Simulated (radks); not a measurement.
Values are calculated unless marked as measured or tabulated.
Orbital eigenvalues (eV) of neutral dysprosium, [Xe] 4f10 6s2, of relativity; Dirac values are averaged over j with weights 2j + 1. Spin-unpolarised spherical Kohn-Sham, PBE, point nucleus unless stated (finite: rms radius 5.2218 fm), a radial shooting solver on a logarithmic mesh with Libxc functionals. A level marked "c x" has the speed of light scaled by that factor and shares open shells by 2j + 1; other Dirac levels either fill j = l - 1/2 first or share by 2j + 1.

shell  non-rel.
2s      -8042.1
2p      -7663.9
3s      -1778.3
3p      -1608.5
3d      -1292.2
4s      -342.52
4p      -275.26
4d      -154.86
5s      -42.015
5p      -24.458
4f      -6.9880
6s      -3.4937

Give the values at the level "Dirac, c x 1.25".

Answer. 
shell  Dirac, c x 1.25  change of magnitude (%)
2s             -8575.1                    +6.63
2p             -7839.2                    +2.29
3s             -1904.2                    +7.08
3p             -1655.2                    +2.90
3d             -1284.7                    -0.59
4s             -372.85                    +8.85
4p             -285.97                    +3.89
4d             -153.49                    -0.88
5s             -46.031                    +9.56
5p             -25.062                    +2.47
4f             -4.4391                   -36.48
6s             -3.6370                    +4.10
